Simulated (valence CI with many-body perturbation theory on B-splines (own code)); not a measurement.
P⁸⁺: electric-dipole lines

Computed by valence CI with perturbative core correlation (CI+MBPT): five valence electrons over a frozen Dirac-Fock core [He], radial functions for each j: 9 s, 9 p, 8 d, 6 f, 3 g, 1 h, with the one-electron correlation potential Σ1, the two-electron term Σ2, the three-electron term Σ3, Breit, model QED; selected CI, second order for the rest, scaled by the run's own slope (own B-spline code, finite nucleus).

No measured spectrum was set against this ion. As an estimate, levels of excited configurations hold to 0.05 to 0.15 % of their energy, terms of the ground configuration to about 0.5 %. Among the levels kept, up to 2100 cm⁻¹ of a level comes from second order outside the variational space, and about a tenth of that is noise between levels of different J, which matters for small intervals.

Lines 101 to 150 of 234 in falling wavelength, among levels below 252.23 eV, chosen from the strongest by gf and those to the six lowest levels. Wavelengths and rates use the calculated energies, so an error of 300 cm⁻¹ moves a line at 283.2 Å by 0.085 % and its rate by three times that or more. Electric multipoles are in the length gauge, E1 and E2 with the static RPA response of the core. Weak lines are less certain than strong ones. Lines between different terms over intervals too small for the method are left out, as are lines whose strength nearly cancels.

Letters in brackets count levels of one name in rising energy.

| λ vac (Å) | Upper | Lower | A (s⁻¹) | S (a.u.) with core polarisation | S without |
| --- | --- | --- | --- | --- | --- |
| 283.2 | 2s2p⁴ ⁴P_1/2 | 2s²2p³ ⁴S°_3/2 | 4.73e+09 | 1.06e-01 | 1.06e-01 |
| 279.2 | 2s2p⁴ ²D_3/2 | 2s²2p³ ²P°_3/2 | 2.66e+07 | 1.14e-03 | 1.15e-03 |
| 279.2 | 2s2p⁴ ²D_5/2 | 2s²2p³ ²P°_3/2 | 1.79e+09 | 1.15e-01 | 1.16e-01 |
| 278.4 | 2s2p⁴ ²D_3/2 | 2s²2p³ ²P°_1/2 | 1.24e+09 | 5.29e-02 | 5.31e-02 |
| 250.7 | 2s2p⁴ ²D_3/2 | 2s²2p³ ²D°_5/2 | 7.92e+08 | 2.46e-02 | 2.47e-02 |
| 250.6 | 2s2p⁴ ²D_5/2 | 2s²2p³ ²D°_5/2 | 9.67e+09 | 4.51e-01 | 4.53e-01 |
| 250.3 | 2s2p⁴ ²D_3/2 | 2s²2p³ ²D°_3/2 | 1.01e+10 | 3.12e-01 | 3.13e-01 |
| 250.3 | 2s2p⁴ ²D_5/2 | 2s²2p³ ²D°_3/2 | 3.49e+08 | 1.62e-02 | 1.63e-02 |
| 232.5 | 2p⁵ ²P°_3/2 | 2s2p⁴ ²D_5/2 | 1.54e+10 | 3.82e-01 | 3.84e-01 |
| 232.5 | 2p⁵ ²P°_3/2 | 2s2p⁴ ²D_3/2 | 2.16e+09 | 5.37e-02 | 5.40e-02 |
| 228.2 | 2p⁵ ²P°_1/2 | 2s2p⁴ ²D_3/2 | 1.72e+10 | 2.02e-01 | 2.03e-01 |
| 227.5 | 2s2p⁴ ²S_1/2 | 2s²2p³ ²P°_3/2 | 1.17e+10 | 1.36e-01 | 1.37e-01 |
| 227.0 | 2s2p⁴ ²S_1/2 | 2s²2p³ ²P°_1/2 | 9.24e+09 | 1.07e-01 | 1.07e-01 |
| 214.4 | 2s2p⁴ ²P_3/2 | 2s²2p³ ²P°_3/2 | 7.27e+09 | 1.41e-01 | 1.42e-01 |
| 213.9 | 2s2p⁴ ²P_3/2 | 2s²2p³ ²P°_1/2 | 1.98e+09 | 3.82e-02 | 3.85e-02 |
| 211.5 | 2s2p⁴ ²P_1/2 | 2s²2p³ ²P°_3/2 | 1.10e+10 | 1.03e-01 | 1.04e-01 |
| 211.0 | 2s2p⁴ ²P_1/2 | 2s²2p³ ²P°_1/2 | 5.33e+09 | 4.94e-02 | 4.97e-02 |
| 207.9 | 2s2p⁴ ²S_1/2 | 2s²2p³ ²D°_3/2 | 1.98e+09 | 1.75e-02 | 1.76e-02 |
| 197.1 | 2s2p⁴ ²P_3/2 | 2s²2p³ ²D°_5/2 | 3.43e+10 | 5.19e-01 | 5.22e-01 |
| 196.9 | 2s2p⁴ ²P_3/2 | 2s²2p³ ²D°_3/2 | 5.32e+09 | 8.01e-02 | 8.05e-02 |
| 194.5 | 2s2p⁴ ²P_1/2 | 2s²2p³ ²D°_3/2 | 3.23e+10 | 2.34e-01 | 2.36e-01 |
| 179.5 | 2s2p⁴ ²S_1/2 | 2s²2p³ ⁴S°_3/2 | 1.42e+07 | 8.12e-05 | 8.16e-05 |
| 178.5 | 2p⁵ ²P°_3/2 | 2s2p⁴ ⁴P_5/2 | 3.12e+07 | 3.50e-04 | 3.51e-04 |
| 171.2 | 2s2p⁴ ²P_3/2 | 2s²2p³ ⁴S°_3/2 | 3.46e+07 | 3.43e-04 | 3.44e-04 |
| 66.94 | 2s²2p²3p ⁴D°_3/2 | 2s2p⁴ ⁴P_5/2 | 4.83e+07 | 2.86e-05 | 2.84e-05 |
| 66.62 | 2s²2p²3p ⁴D°_7/2 | 2s2p⁴ ⁴P_5/2 | 2.14e+08 | 2.50e-04 | 2.51e-04 |
| 66.52 | 2s²2p²3p ⁴P°_3/2 | 2s2p⁴ ⁴P_5/2 | 3.76e+09 | 2.18e-03 | 2.18e-03 |
| 66.40 | 2s²2p²3p ⁴P°_5/2 | 2s2p⁴ ⁴P_5/2 | 3.56e+09 | 3.09e-03 | 3.08e-03 |
| 66.04 | 2s²2p²3p ²D°_3/2 [a] | 2s2p⁴ ⁴P_5/2 | 9.22e+07 | 5.24e-05 | 5.22e-05 |
| 65.78 | 2s²2p²3p ²D°_5/2 [a] | 2s2p⁴ ⁴P_5/2 | 2.27e+08 | 1.91e-04 | 1.91e-04 |
| 65.70 | 2s²2p²3p ⁴S°_3/2 | 2s2p⁴ ⁴P_5/2 | 1.43e+10 | 8.03e-03 | 7.99e-03 |
| 63.81 | 2s2p³3s ⁶S°_5/2 | 2s2p⁴ ⁴P_5/2 | 3.88e+07 | 2.99e-05 | 2.98e-05 |
| 62.65 | 2s²2p²3p ²P°_3/2 [b] | 2s2p⁴ ⁴P_5/2 | 1.86e+08 | 9.03e-05 | 8.98e-05 |
| 61.91 | 2s2p³3s ⁴S°_3/2 | 2s2p⁴ ⁴P_3/2 | 5.64e+10 | 2.64e-02 | 2.63e-02 |
| 61.72 | 2s2p³3s ⁴S°_3/2 | 2s2p⁴ ⁴P_5/2 | 8.79e+10 | 4.08e-02 | 4.06e-02 |
| 61.49 | 2s²2p²3s ⁴P_1/2 | 2s²2p³ ²P°_3/2 | 1.83e+08 | 4.19e-05 | 4.17e-05 |
| 61.37 | 2s²2p²3s ⁴P_3/2 | 2s²2p³ ²P°_3/2 | 2.23e+08 | 1.02e-04 | 1.01e-04 |
| 61.34 | 2s²2p²3p ²P°_3/2 [c] | 2s2p⁴ ⁴P_5/2 | 1.61e+08 | 7.32e-05 | 7.28e-05 |
| 61.33 | 2s²2p²3s ⁴P_3/2 | 2s²2p³ ²P°_1/2 | 4.27e+07 | 1.94e-05 | 1.93e-05 |
| 60.66 | 2s²2p²3s ²P_1/2 | 2s²2p³ ²P°_3/2 | 1.91e+10 | 4.20e-03 | 4.18e-03 |
| 60.62 | 2s²2p²3s ²P_1/2 | 2s²2p³ ²P°_1/2 | 6.41e+10 | 1.41e-02 | 1.40e-02 |
| 60.46 | 2s²2p²3s ²P_3/2 | 2s²2p³ ²P°_3/2 | 8.57e+10 | 3.74e-02 | 3.72e-02 |
| 60.42 | 2s²2p²3s ²P_3/2 | 2s²2p³ ²P°_1/2 | 2.24e+10 | 9.74e-03 | 9.70e-03 |
| 59.97 | 2s²2p²3s ⁴P_1/2 | 2s²2p³ ²D°_3/2 | 8.98e+08 | 1.91e-04 | 1.90e-04 |
| 59.87 | 2s²2p²3s ⁴P_3/2 | 2s²2p³ ²D°_5/2 | 7.35e+08 | 3.11e-04 | 3.10e-04 |
| 59.85 | 2s²2p²3s ⁴P_3/2 | 2s²2p³ ²D°_3/2 | 2.62e+08 | 1.11e-04 | 1.10e-04 |
| 59.71 | 2s²2p²3s ⁴P_5/2 | 2s²2p³ ²D°_5/2 | 5.53e+08 | 3.49e-04 | 3.47e-04 |
| 59.18 | 2s²2p²3s ²P_1/2 | 2s²2p³ ²D°_3/2 | 1.59e+11 | 3.24e-02 | 3.23e-02 |
| 59.12 | 2s²2p²3s ²D_5/2 | 2s²2p³ ²P°_3/2 | 3.35e+10 | 2.05e-02 | 2.04e-02 |
| 59.11 | 2s²2p²3s ²D_3/2 | 2s²2p³ ²P°_3/2 | 2.55e+10 | 1.04e-02 | 1.04e-02 |
